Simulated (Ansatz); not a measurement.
Basis sets compared for `c1csc(-c2ccc(-c3ccc(-c4ccc(-c5ccc(-c6cccs6)s5)s4)s3)s2)c1`. Charge 0, multiplicity 1. Geometry PBE-D4/def2-SVP. Ansatz on 2 threads of AMD EPYC 7R13 on a shared host and a share (18 GiB) of an NVIDIA H100 80GB HBM3; times are rough, and most runs start from earlier orbitals.

```csv
atom,x (Å),y (Å),z (Å)
C1,5.568,8.973,2.651
C2,5.949,8.222,3.748
S3,5.245,6.641,3.711
C4,4.417,6.971,2.202
C5,3.580,5.981,1.564
C6,2.862,6.095,0.372
C7,2.141,4.927,0.033
C8,2.288,3.889,0.956
C9,1.712,2.571,0.944
C10,1.857,1.531,1.866
C11,1.135,0.367,1.524
C12,0.418,0.484,0.329
C13,-0.421,-0.482,-0.328
C14,-1.138,-0.365,-1.522
C15,-1.860,-1.530,-1.865
C16,-1.714,-2.570,-0.943
C17,-2.290,-3.889,-0.956
C18,-2.142,-4.927,-0.032
C19,-2.862,-6.095,-0.372
C20,-3.580,-5.981,-1.564
C21,-4.416,-6.972,-2.203
C22,-4.699,-8.269,-1.773
C23,-5.565,-8.975,-2.652
C24,-5.946,-8.224,-3.750
S25,-5.242,-6.643,-3.714
S26,-3.346,-4.391,-2.263
S27,-0.659,-2.075,0.368
S28,0.656,2.076,-0.367
S29,3.346,4.391,2.263
C30,4.700,8.269,1.773
H31,5.905,10.005,2.484
H32,6.606,8.506,4.579
H33,2.864,7.008,-0.237
H34,1.520,4.831,-0.868
H35,2.478,1.625,2.768
H36,1.129,-0.551,2.129
H37,-1.132,0.552,-2.127
H38,-2.480,-1.624,-2.768
H39,-1.521,-4.831,0.869
H40,-2.863,-7.009,0.236
H41,-4.288,-8.692,-0.847
H42,-5.902,-10.007,-2.485
H43,-6.601,-8.508,-4.582
H44,4.288,8.692,0.848
```

Single mean-field runs in def2-SVP, def2-TZVP are fitted with def2-universal-jkfit.

Binding counts from free atoms (C triplet, S triplet, H doublet) in the same basis, without a counterpoise term.

```csv
level,functions,energy (Eh),HOMO (eV),LUMO (eV),binding per atom (eV),wall time
PBE-D4/def2-SVP,514,-3308.6386,-4.40,-2.85,5.46,5.5 s
PBE0-D4/def2-SVP,514,-3308.8742,-5.14,-2.37,5.31,4.9 s
```

(1) Estimate the rows for PBE-D4/def2-TZVP, PBE0-D4/def2-TZVP.

Results:

(1) 
```csv
level,functions,energy (Eh),HOMO (eV),LUMO (eV),binding per atom (eV),wall time
PBE-D4/def2-TZVP,1050,-3310.4447,-4.43,-2.94,5.39,8.5 s
PBE0-D4/def2-TZVP,1050,-3310.6685,-5.12,-2.41,5.25,10 s
```
